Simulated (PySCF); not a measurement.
Working out the ionisation energy of Mn⁺

Mn⁺ [Ar] 3d5 4s1 (7S) → Mn²⁺ [Ar] 3d5 (6S). Computed with PySCF 2.14 in pcseg-2 (6s4p3d2f1g, 56 functions), with no relativity, point nucleus. Frozen: [Ar]. Energies in hartree (1 hartree = 27.21139 eV):

```csv
part,Mn⁺ (lower),Mn²⁺ (upper)
UHF,-1149.627640,-1149.086955
MP2 opposite-spin,0.000000,0.000000
MP2 same-spin,-0.074899,-0.059461
```

What does Hartree-Fock give?

(-1149.086955) − (-1149.627640) = 0.540685 hartree = 14.713 eV.

What do MP2 and SCS-MP2 (6/5 opposite-spin, 1/3 same-spin) give?

The opposite-spin parts differ by 0.000 eV and the same-spin parts by 0.420 eV. MP2: 14.713 + (0.000) + (0.420) = 15.133 eV. SCS-MP2: 14.713 + 1.2 × (0.000) + (0.420)/3 = 14.853 eV.

Measured between the centres of the two terms (NIST): 15.640 eV, so MP2 (valence) is off by -0.507 eV.

The calculation is non-relativistic.

What remains against the reference includes basis incompleteness, the frozen core and correlation beyond second order.
